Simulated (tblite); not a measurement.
Species: C3H3IO.
Z-matrix (Å and degrees, GFN2-xTB geometry), rows numbered from 1:
```
O 
C   1  1.3926
C   2  1.5019  1  117.80
C   3  1.3035  2   63.83  1   107.98
I   4  2.0613  2  146.58  3   178.33
H   1  0.9645  2  110.04  3  -148.12
H   2  1.0904  1  113.36  3  -148.15
H   3  1.0616  2  145.02  4  -176.08
```

All values are computed: GFN2-xTB (tblite) harmonic vibrations without scaling, gas phase. Against measured fundamentals such values can be off by several per cent, at times by over 20. One conformer, not necessarily the lowest.

Harmonic wavenumbers (cm⁻¹): 132.1, 207.5, 272.3, 383.1, 433.4, 527.7, 694.3, 880.8, 952.0, 990.8, 1013.1, 1181.7, 1254.2, 1325.5, 1789.5, 2931.1, 3240.4, 3521.0.

A = 9764, B = 1175, C = 1081 MHz; mass 181.923 u (most abundant isotopes); point group C1, symmetry number 1.

Task: What is the zero-point energy?

Result: ½Σν̃ = 10865 cm⁻¹ = 129.98 kJ/mol.

Task: Give the ideal-gas entropy at 350 K and 1 bar in the rigid-rotor, harmonic-oscillator model (classical rotation).

Result: Translation 177.09, rotation 117.69, vibration 50.58: S = 345.4 J/(mol K).

Task: And Cp and H(350 K) − H(0)?

Result: Cp = 94.68 J/(mol K), of which vibrations give 61.42 (their classical limit is 18 R = 149.7); H(350 K) − H(0) = 22.02 kJ/mol without the zero-point energy, 10.38 from vibrations.

Task: Blend soft modes into free rotors: weight 1/[1 + (100 cm⁻¹/ν̃)⁴] for the oscillator and the rest for a rotor with moment μB/(μ + B), μ = h/(8π²ν), B = 10⁻⁴⁴ kg m². What vibrational entropy results?

Result: 50.09 J/(mol K) in place of 50.58, which changes −T·S at 350 K by +0.17 kJ/mol.

Task: How do the functions run with temperature in this model?

Result: 
```
 T (K)  S (J/(mol K))  Cp (J/(mol K))  H − H(0) (kJ/mol)  G − H(0) (kJ/mol)  ln q(vib)
    50          231.2            37.1               1.71              -9.85       0.03
   100          260.2            48.2               3.83             -22.19       0.24
298.15          330.9            86.3              17.33             -81.32       1.99
373.15          351.5            98.2              24.25            -106.92       2.75
   500          382.6           114.3              37.78            -153.53       4.05
   750          433.3           134.9              69.17            -255.77       6.51
  1000          473.9           147.6             104.60            -369.34       8.77
```

q(vib) and H(0) count from the zero-point level.

Hindered rotation and anharmonicity are outside this model. Other conformers, if any are populated, would add a mixing term that is left out. The structure is chiral; the term R ln 2 for an equal mix with its mirror image is left out.

Time: 0.1 s wall. Hardware: one thread of an AMD EPYC 9R45, shared host. The figure is for the frequency step alone.
